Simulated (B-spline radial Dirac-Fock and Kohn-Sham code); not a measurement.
**Two-hole binding energies of Cd²⁴⁺**

System: cadmium as Cd²⁴⁺, [Ar] 3d6.

Level of theory: ΔSCF Dirac-Fock with Breit, self-energy and vacuum polarisation, finite nucleus, configuration average; a B-spline atomic structure program. U is the two-hole binding energy less the two single-hole energies, the effective repulsion of the holes after relaxation. Each two-hole energy is an average over J within one jj subconfiguration.

```
          holes  E(a) (eV)  E(b) (eV)  E(ab) (eV)  U (eV)
           1s⁻²    27659.5    27659.5     56125.2   806.2
   1s⁻¹ 2p1/2⁻¹    27659.5     4659.7     32575.1   256.0
   1s⁻¹ 2p3/2⁻¹    27659.5     4468.3     32367.5   239.8
   1s⁻¹ 3p1/2⁻¹    27659.5     1469.7     29227.9    98.7
   1s⁻¹ 3p3/2⁻¹    27659.5     1430.4     29184.9    95.0
   2s⁻¹ 2p3/2⁻¹     4950.7     4468.3      9570.3   151.3
        2p1/2⁻²     4659.7     4659.7      9513.0   193.6
        2p3/2⁻²     4468.3     4468.3      9114.4   177.8
   2s⁻¹ 3p1/2⁻¹     4950.7     1469.7      6505.5    85.1
   2s⁻¹ 3p3/2⁻¹     4950.7     1430.4      6464.5    83.4
   2p1/2⁻¹ 3s⁻¹     4659.7     1586.7           ?       ?
   2p3/2⁻¹ 3s⁻¹     4468.3     1586.7      6138.1    83.1
2p3/2⁻¹ 3p1/2⁻¹     4468.3     1469.7      6025.2    87.3
        3p1/2⁻²     1469.7     1469.7      3009.6    70.2
```

Q: Give the missing two-hole energy and U.

A: E(ab) = 6329.9 eV and U = 83.5 eV.

Values without a named source are computed, but for edge energies of neutral atoms, which are taken from tables.
